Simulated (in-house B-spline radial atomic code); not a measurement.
Configurations of Sr+, with energies counted from [Kr] 5s1. Level of theory: Dirac-Hartree-Fock, average of configuration, Fermi nucleus of rms radius 4.224 fm; calculated with a B-spline radial code for spherical atoms. Energies include first-order Breit, QED and recoil terms.

Occupations are held fixed; configurations that lie above the ionisation limit could autoionise.

| configuration | E - E(ref) (eV) | highest orbital | its <r> (bohr) |
| --- | --- | --- | --- |
| [Kr] (6d5/2)1 | 7.8572 | 6d5/2 | 14.39 |
| [Kr] (7p1/2)1 | 7.9743 | 7p1/2 | 16.21 |
| [Kr] (8d5/2)1 | 9.1884 | 8d5/2 | 31.24 |
| [Ar] 3d10 4s2 (4p1/2)1 (4p3/2)4 5s1 (7g9/2)1 | 34.128 | 7g9/2 | 31.68 |

**Question.** Order these further configurations by energy, lowest first.
A. [Kr] (5f5/2)1
B. [Kr] (7f7/2)1
C. [Ar] 3d10 4s2 (4p1/2)2 (4p3/2)3 5s1 (6g9/2)1
D. [Ne] 3s2 (3p1/2)2 (3p3/2)3 3d10 4s2 4p6 5s1 (9g7/2)1
E. [Ar] (3d3/2)4 (3d5/2)5 4s2 4p6 5s1 (9f5/2)1

**Answer.** A (8.2495 eV), B (9.3213 eV), C (32.532 eV), E (147.57 eV), D (287.01 eV).
